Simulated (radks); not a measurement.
Values are calculated unless marked as measured or tabulated.
Valence configurations of Pd3+ (all share [Kr]). Level of theory: scalar-relativistic Kohn-Sham, SCAN, spin-polarised, spherical densities, finite nucleus; open shells are filled with parallel spins first (spin-orbit coupling, left out, can overturn this in heavy ions); meta-GGA in the generalised Kohn-Sham scheme; Fermi nuclear charge, rms radius 4.5318 fm (a radial shooting solver on a logarithmic mesh with Libxc functionals). Energies are relative to 4d7; eigenvalues in eV for spin up.

valence	E (eV)	moment (Bohr magnetons)	e(4d)	e(5p)	e(5s)
4d7	0.000	3	-43.129	-	-
4d6.5 5p0.5	8.738	4	-46.138	-24.491	-
4d6 5s1	9.375	5	-48.030	-	-33.910
4d6 5p1	17.715	5	-49.105	-26.058	-
4d5.5 5s1 5p0.5	18.355	6	-51.001	-26.828	-35.345
4d5.5 5s0.5 5p1	22.652	6	-51.531	-27.260	-35.868
4d5 5p2	36.451	7	-55.005	-28.605	-

NIST lists [Kr] 4d7 as the ground configuration; this level of theory agrees among the configurations tried. The energies are those of spherical high-spin densities, not of single terms. No valid solution was reached for [Kr] 4d5 5s2.
